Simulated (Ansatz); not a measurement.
Consider the hydrogenolysis of the Sn–F bond: `N#[C][SnH]([F])[F]` + H₂ → `N#[C][SnH2][F]` + H–F.

Computed with Ansatz on PBE0-D4/def2-TZVP structures; ΔE is electronic, products minus reactants. CBS: MP2 limit from def2 TZ/QZ plus the TZ coupled-cluster correction, frozen cores. This one scheme is used for every species. Functionals use def2-TZVPP. B3LYP here is the variant with VWN-RPA as its local correlation; programs differ in this. HSE06 is defined as in plane-wave codes. def2 core potentials past Kr. For Sn outer-core shells are correlated without core-valence functions, which leaves a few kJ/mol of doubt a bond.

`N#[C][SnH]([F])[F]`:

Cartesian coordinates in Å:
```
N 0.614 -2.072 1.542
C 0.342 -1.174 0.874
Sn -0.253 0.436 -0.314
F 0.493 0.110 -2.024
F 0.702 1.934 0.344
H -1.898 0.766 -0.423
```

H₂:

```xyz
2

H     0.059   -0.325   -0.174
H    -0.059    0.325    0.174
```

`N#[C][SnH2][F]`:

```xyz
6

N    -0.873    1.353    2.077
C    -0.501    0.755    1.166
Sn    0.099   -0.378   -0.503
F     1.902    0.179   -0.796
H    -0.785    0.105   -1.861
H     0.158   -2.014   -0.084
```

H–F:

Z-matrix (Å, degrees):
```
F
H 1 0.920
```

```tsv
level	ΔE (kJ/mol)	difference from CCSD(T)/CBS
LDA (SPW92)	14.9	-11.6
PBE-D4	28.5	2.0
revPBE-D4	32.1	5.6
BLYP-D4	38.1	11.6
r2SCAN-D4	34.3	7.8
B97M-V	32.1	5.6
PBE0-D4	18.9	-7.6
B3LYP-D4	29.0	2.5
r2SCAN0-D4	23.5	-3.0
HSE06-D4	18.7	-7.8
BHLYP-D4	22.9	-3.6
CAM-B3LYP-D4	27.3	0.8
ωB97X-V	28.9	2.4
ωB97M-V	25.9	-0.6
B2PLYP	28.0	1.5
PBE	27.1	0.6
revPBE	28.9	2.4
BLYP	35.3	8.8
r2SCAN	34.0	7.5
PBE0	17.8	-8.7
B3LYP	26.9	0.4
r2SCANh	29.4	2.9
r2SCAN0	23.1	-3.4
HSE06	17.6	-8.9
BHLYP	21.0	-5.5
CAM-B3LYP	26.1	-0.4
MP2/def2-SVP	30.2	3.7
CCSD/def2-SVP	19.6	-6.9
CCSD(T)/def2-SVP	22.3	-4.2
HF/def2-TZVPP	17.1	-9.4
MP2/def2-TZVPP	23.2	-3.3
SCS-MP2/def2-TZVPP	25.0	-1.5
CCSD/def2-TZVPP	16.2	-10.3
CCSD(T)/def2-TZVPP	19.9	-6.6
HF/def2-QZVPP	21.1	-5.4
MP2/def2-QZVPP	28.3	1.8
SCS-MP2/def2-QZVPP	29.9	3.4
HF/CBS(def2)	21.6	-4.9
MP2/CBS(def2)	29.8	3.3
CCSD/CBS(def2)	22.8	-3.7
CCSD(T)/CBS	26.5	0
```

Largest T1 diagnostic among the species: 0.015.

Leaving LDA and LC-ωPBE aside and taking each functional with its dispersion term where it has one, the values, not all of them listed here, spread over 20.3 kJ/mol, from PBE-QIDH to BLYP-D4. LDA lies −12.3 kJ/mol from PBE without D4. At CCSD(T), def2-SVP lies −4.2 kJ/mol from the extrapolated value and def2-TZVPP −6.6 kJ/mol. From r2SCAN to r2SCAN0 (25 % exact exchange), in def2-TZVPP and without D4, ΔE moves by −10.9 kJ/mol.
